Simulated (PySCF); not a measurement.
cyclopentasilane (H$_{10}$Si$_{5}$), singlet, geometry from GFN2-xTB; CASCI(2,3)+NEVPT2/STO-3G run with PySCF.

PySCF was given this input:
```python
from pyscf import gto, scf, mcscf, mrpt
import numpy

mol = gto.Mole()
mol.atom = '''
    Si    0.90129341    1.27462822    1.22908346
    Si    1.85414229   -0.64655248    0.30317702
    Si    0.23545178   -1.68923964   -1.01927918
    Si   -1.70865448   -0.39724412   -0.93299893
    Si   -1.28223900    1.45845108    0.42004362
    H     0.92160710    1.22357529    2.69624793
    H     1.69316445    2.47142518    0.92048176
    H     2.36178219   -1.54975710    1.34303877
    H     3.05334961   -0.32216978   -0.47916947
    H    -0.01562827   -3.06477824   -0.57214345
    H     0.70227767   -1.86156108   -2.40038631
    H    -2.84442596   -1.17674478   -0.42526846
    H    -2.14647476    0.00504238   -2.27511230
    H    -1.47007209    2.71136542   -0.32192339
    H    -2.25549586    1.56299964    1.51387102
'''
mol.basis = 'sto-3g'
mol.verbose = 4
mol.build()

mf = scf.RHF(mol)
mf.kernel()
mc = mcscf.CASCI(mf, 3, 2)
mc.fix_spin_(ss=0.0)
mc.kernel()
occ = numpy.linalg.eigvalsh(mc.fcisolver.make_rdm1(mc.ci, mc.ncas, mc.nelecas))[::-1]
ss = mc.fcisolver.spin_square(mc.ci, mc.ncas, mc.nelecas)[0]
print('natural occupations', occ.round(4), ' <S^2>', round(ss, 4))
e2 = mrpt.NEVPT(mc).kernel()
print('E(NEVPT2) = %.10f' % (mc.e_tot + e2))
```

It wrote (shortened):

```
PySCF version 2.14.0

[INPUT] verbose = 4
[INPUT] num. atoms = 15
[INPUT] num. electrons = 80
[INPUT] charge = 0
[INPUT] spin (= nelec alpha-beta = 2S) = 0
[INPUT] symmetry False subgroup None
[INPUT] Mole.unit = angstrom
[INPUT] Symbol           X                Y                Z      unit          X                Y                Z       unit  Magmom
[INPUT]  1 Si     0.901293410000   1.274628220000   1.229083460000 AA    1.703197702775   2.408698246442   2.322631123633 Bohr   0.0
[INPUT]  2 Si     1.854142290000  -0.646552480000   0.303177020000 AA    3.503821124074  -1.221807112358   0.572921535062 Bohr   0.0
[INPUT]  3 Si     0.235451780000  -1.689239640000  -1.019279180000 AA    0.444939379741  -3.192200278359  -1.926158494671 Bohr   0.0
[INPUT]  4 Si    -1.708654480000  -0.397244120000  -0.932998930000 AA   -3.228889008711  -0.750682591394  -1.763112452212 Bohr   0.0
[INPUT]  5 Si    -1.282239000000   1.458451080000   0.420043620000 AA   -2.423080536236   2.756073107276   0.793767402171 Bohr   0.0
[INPUT]  6 H      0.921607100000   1.223575290000   2.696247930000 AA    1.741585013455   2.312222190885   5.095170151625 Bohr   0.0
[INPUT]  7 H      1.693164450000   2.471425180000   0.920481760000 AA    3.199617094350   4.670316727554   1.739458429058 Bohr   0.0
[INPUT]  8 H      2.361782190000  -1.549757100000   1.343038770000 AA    4.463121504975  -2.928616478600   2.537975449973 Bohr   0.0
[INPUT]  9 H      3.053349610000  -0.322169780000  -0.479169470000 AA    5.769994525448  -0.608812649811  -0.905499065553 Bohr   0.0
[INPUT] 10 H     -0.015628270000  -3.064778240000  -0.572143450000 AA   -0.029533150101  -5.791591506127  -1.081194424464 Bohr   0.0
[INPUT] 11 H      0.702277670000  -1.861561080000  -2.400386310000 AA    1.327112459698  -3.517840605350  -4.536072719055 Bohr   0.0
[INPUT] 12 H     -2.844425960000  -1.176744780000  -0.425268460000 AA   -5.375186046003  -2.223725352712  -0.803640918816 Bohr   0.0
[INPUT] 13 H     -2.146474760000   0.005042380000  -2.275112300000 AA   -4.056249429692   0.009528717216  -4.299339149629 Bohr   0.0
[INPUT] 14 H     -1.470072090000   2.711365420000  -0.321923390000 AA   -2.778033633467   5.123738067416  -0.608347040192 Bohr   0.0
[INPUT] 15 H     -2.255495860000   1.562999640000   1.513871020000 AA   -4.262269450490   2.953641252394   2.860801615716 Bohr   0.0

nuclear repulsion = 493.044949973101
number of shells = 35
number of NR pGTOs = 165
number of NR cGTOs = 55
basis = sto-3g
ecp = {}

******** <class 'pyscf.scf.hf.RHF'> ********
method = RHF
initial guess = minao
damping factor = 0
level_shift factor = 0
DIIS = <class 'pyscf.scf.diis.CDIIS'>
diis_start_cycle = 1
diis_space = 8
diis_damp = 0
SCF conv_tol = 1e-09
SCF conv_tol_grad = None
SCF max_cycles = 50
direct_scf = True
direct_scf_tol = 1e-13
Set gradient conv threshold to 3.16228e-05
Initial guess from minao.
init E= -1432.88909776415
  HOMO = -0.292123227115037  LUMO = 0.174685332408502  gap/eV = 12.70251
cycle= 1 E= -1433.9116025394  delta_E= -1.02  |g|= 0.167  |ddm|= 4.05
  HOMO = -0.274478839170272  LUMO = 0.370421698856858  gap/eV = 17.54864
cycle= 2 E= -1433.92782294375  delta_E= -0.0162  |g|= 0.0402  |ddm|= 0.388
  HOMO = -0.27904951111235  LUMO = 0.374439712582836  gap/eV = 17.78235
cycle= 3 E= -1433.92886008804  delta_E= -0.00104  |g|= 0.00202  |ddm|= 0.122
  HOMO = -0.278732681749145  LUMO = 0.374971064754086  gap/eV = 17.78818
cycle= 4 E= -1433.92886298833  delta_E= -2.9e-06  |g|= 0.000277  |ddm|= 0.00576
  HOMO = -0.278831117690596  LUMO = 0.374931409988022  gap/eV = 17.78978
cycle= 5 E= -1433.92886304939  delta_E= -6.11e-08  |g|= 2.78e-05  |ddm|= 0.000922
  HOMO = -0.278819295300426  LUMO = 0.374947673682688  gap/eV = 17.78991
cycle= 6 E= -1433.92886305003  delta_E= -6.41e-10  |g|= 4.79e-06  |ddm|= 9.75e-05
  HOMO = -0.278821137716426  LUMO = 0.374945782488907  gap/eV = 17.78990
Extra cycle  E= -1433.92886305006  delta_E= -3.02e-11  |g|= 1.33e-06  |ddm|= 1.38e-05
converged SCF energy = -1433.92886305006

******** <class 'pyscf.mcscf.casci.CASCI'> ********
CAS (1e+1e, 3o), ncore = 39, nvir = 13
natorb = False
canonicalization = True
sorting_mo_energy = False
******** <class 'pyscf.fci.addons.SpinPenaltyFCISolver'> ********
max. cycles = 200
conv_tol = 1e-08
davidson only = True
linear dependence = 1e-12
level shift = 0.001
max iter space = 12
nroots = 1
pspace_size = 400
spin = None
Density matrix diagonal elements [1.99873696e+00 8.28859451e-04 4.34177509e-04]
CASCI converged
CASCI E = -1433.92945465973  E(CI) = -0.829941109131369  S^2 = 0.0000000
natural occupations [1.9987e+00 8.0000e-04 4.0000e-04]  <S^2> 0.0

******** <class 'pyscf.mrpt.nevpt2.NEVPT'> ********
NEVPT2 (1e+1e, 3o), ncore = 39, nvir = 13
root = 0
Natural occ [1.99874191e+00 8.28859451e-04 4.29235083e-04]
Natural orbital (expansion on meta-Lowdin AOs) in CAS space
               #1        #2        #3
0 Si 1s         -0.00003   0.00105   0.00034
0 Si 2s         -0.00006  -0.00760  -0.00247
0 Si 3s         -0.02279   0.43546   0.14154
0 Si 2px        -0.00328   0.00588  -0.00350
0 Si 2py         0.00151   0.00496   0.00531
0 Si 2pz        -0.00034   0.00659   0.00227
0 Si 3px         0.48237  -0.17893   0.12910
0 Si 3py        -0.27075  -0.13679  -0.17306
0 Si 3pz         0.01864  -0.19937  -0.06848
1 Si 1s          0.00008  -0.00065  -0.00090
1 Si 2s          0.00016   0.00470   0.00648
1 Si 3s          0.05972  -0.26935  -0.37092
1 Si 2px         0.00141  -0.00498  -0.00860
1 Si 2py        -0.00235   0.00573  -0.00024
1 Si 2pz        -0.00101   0.00239  -0.00333
1 Si 3px        -0.07898   0.14389   0.25704
1 Si 3py         0.31453  -0.18603   0.02307
1 Si 3pz         0.18084  -0.09011   0.10844
2 Si 1s         -0.00010   0.00000   0.00111
2 Si 2s         -0.00020  -0.00000  -0.00801
2 Si 3s         -0.07386   0.00002   0.45873
2 Si 2px        -0.00028  -0.00598   0.00124
2 Si 2py         0.00202   0.00026  -0.00890
2 Si 2pz         0.00122  -0.00182  -0.00537
2 Si 3px         0.02174   0.20762  -0.03653
2 Si 3py        -0.15610  -0.00759   0.26199
2 Si 3pz        -0.09420   0.06056   0.15808
3 Si 1s          0.00008   0.00065  -0.00090
3 Si 2s          0.00016  -0.00470   0.00648
3 Si 3s          0.05973   0.26932  -0.37094
3 Si 2px        -0.00077  -0.00339   0.00881
3 Si 2py        -0.00221  -0.00564  -0.00128
3 Si 2pz        -0.00175  -0.00447   0.00241
3 Si 3px        -0.00857   0.09139  -0.26766
3 Si 3py         0.31378   0.19049   0.05306
3 Si 3pz         0.19829   0.13708  -0.06250
4 Si 1s         -0.00003  -0.00105   0.00034
4 Si 2s         -0.00006   0.00760  -0.00247
4 Si 3s         -0.02280  -0.43545   0.14158
4 Si 2px         0.00293   0.00751   0.00206
4 Si 2py         0.00103  -0.00677   0.00505
4 Si 2pz         0.00187  -0.00049   0.00398
4 Si 3px        -0.41654  -0.22572  -0.08226
4 Si 3py        -0.20156   0.19879  -0.16288
4 Si 3pz        -0.30363   0.00311  -0.13422
5 H 1s           0.03382  -0.13288  -0.04615
6 H 1s           0.03615  -0.16072  -0.04941
7 H 1s          -0.09355   0.10151   0.12767
8 H 1s          -0.08978   0.07986   0.12241
9 H 1s           0.11336   0.00891  -0.15451
10 H 1s          0.11336  -0.00893  -0.15451
11 H 1s         -0.08979  -0.07985   0.12241
12 H 1s         -0.09356  -0.10150   0.12768
13 H 1s          0.03382   0.13288  -0.04616
14 H 1s          0.03616   0.16072  -0.04943
<CAS-nat-orb|mo-hf>  40     40       0.99999876
<CAS-nat-orb|mo-hf>  41     41       1.00000000
<CAS-nat-orb|mo-hf>  42     42       0.99999876
Sr    (-1)',   E = -0.00065376338193
Si    (+1)',   E = -0.00164360474417
Sijrs (0)  ,   E = -0.12961358743375
Sijr  (+1) ,   E = -0.03834338196466
Srsi  (-1) ,   E = -0.01207338711092
Srs   (-2) ,   E = -0.00289852245241
Sij   (+2) ,   E = -0.00750565974179
Sir   (0)' ,   E = -0.01025390926164
Nevpt2 Energy = -0.202985816091265
E(NEVPT2) = -1434.1324404758
```
